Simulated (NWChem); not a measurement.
System: AlH4O4 anion; SMILES [OH][Al-]([OH])([OH])[OH]

Here is an NWChem input.

```
start job
memory heap 200 mb stack 900 mb global 1100 mb
charge -1
geometry units angstroms noautoz
  Al     0.000000     0.000000     0.000000
  O      1.122239    -1.038891    -0.934247
  H      1.970821    -0.627491    -1.117178
  O     -1.038891    -1.122239     0.934247
  H     -0.627491    -1.970821     1.117178
  O      1.038891     1.122239     0.934247
  H      0.627491     1.970821     1.117178
  O     -1.122239     1.038891    -0.934247
  H     -1.970821     0.627491    -1.117178
end
basis spherical
  Al library 6-311++g**
  O library 6-311++g**
  H library 6-311++g**
end
dft
  xc xpbe96 cpbe96
  iterations 150
  mulliken
end
task dft energy
```

Geometry: optimised at B3LYP/def2-SVPD. No frequency run checked for a minimum.

Problem. What results follow from this input? (PBE/6-311++G** (spherical d).) Quantities: basis functions; energy (Ha); highest occupied level (eV); orbital gap (eV).

Solution. 
```yaml
number_of_basis_functions: 146
energy (Ha): -545.67
highest occupied level (eV): -1.40
orbital gap (eV): 4.24
```
